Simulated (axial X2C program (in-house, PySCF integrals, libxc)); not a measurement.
**What spin–orbit coupling does to HfH**

All values were computed with an in-house relativistic program for diatomic molecules. Spin-free means the one-electron spin-free X2C Hamiltonian; two-component (2c) means X2C with spin–orbit coupling and atomic mean-field two-electron Coulomb and Gaunt terms, so the difference of the two also holds small scalar two-electron terms. Basis: Hf dyall-cv3z [13s14p9d7f4g], H dyall-v3z [6s2p1d] (cores contracted in-house); Gaussian nuclei, density fitting, unrestricted open shells. Masses: Hf 179.947 u, H 1.008 u.

Spin-free state: M_S = 1/2, Λ = 2 (beyond evenly filled blocks: δ+α); fragments Hf + H.

```csv
level,Re (Å),ωe (cm⁻¹),De (eV),μ (D)
PBE0,1.820,1692.5,2.644,-1.13
HF,1.883,1621.5,2.096,-0.33
CCSD,1.840,1683.0,2.780,n/a
CCSD(T),1.839,1682.2,2.786,n/a
LDA,1.808,1695.0,3.057,-1.19
```

Correlated methods: 13 electrons correlated (number of frozen shells: Hf 4 s, 3 p, 2 d, 1 f; H none), 249 virtual spin orbitals or spinors in MP2, 110 natural virtuals in coupled cluster.

Dipoles are positive if H is the positive end.

Problem. Within this multiplet, which Ω should lie lowest by the rule for regular and inverted multiplets?

Solution. The open δ shell holds one electron, so the multiplet is regular: Ω = Λ − 1/2 = 3/2. The PBE0 2c search agrees.

Two-component determinant lowest at the distance of the search:

Ω = 3/2 (⟨Sz⟩ = -0.47, ⟨Lz⟩ = 1.97 at HF); fragments Hf + H.

```tsv
level	Re (Å)	ωe (cm⁻¹)	De (eV)	μ (D)
PBE0	1.819	1690.2	n/a	-1.15
HF	1.875	1648.1	n/a	-0.49
CCSD	1.845	1661.7	n/a	n/a
CCSD(T)	1.843	1660.1	2.644	n/a
LDA	1.804	1693.2	n/a	-1.24
```

Problem. From the two tables, how do the constants change at the CCSD(T) level (2c against spin-free)?

Solution. At the CCSD(T) level Re goes up by 0.004 Å and ωe falls by 22.1 cm⁻¹; De changes by -0.142 eV.

The state is a single determinant with fixed occupations, the lowest that a limited PBE0 search found. De is counted from the lowest determinant-based energies of the atoms at the same level, without counterpoise correction. De is not given where an atomic determinant may have missed its ground term or J level, or where the truncated virtual space spoils (T). Density functionals use the spin component along the axis (collinear). Coupled cluster ran in a truncated set of natural virtual spinors; the MP2 energy of the rest was added. (T) has no such correction and the atoms are truncated less, which lowers De at CCSD(T) by a hundredth of an eV or more. Other states lie close and PBE0, whose exact exchange favours high spin, may order them wrongly; the determinant shown need not be the ground state. The nearest other spin-free determinant of the search, M_S = 1/2, Λ = 1, lies 0.10 eV up at the distance of the search. Without a current term, density functionals place determinants with orbital angular momentum somewhat too high. At some level and bond length an empty orbital lies below a filled one. The determinant is spin-polarised beyond a pure state at some levels (its spin-free form has ⟨S²⟩ too high), which makes Re and μ there less reliable. The T1 diagnostic is large, a sign of multireference character.
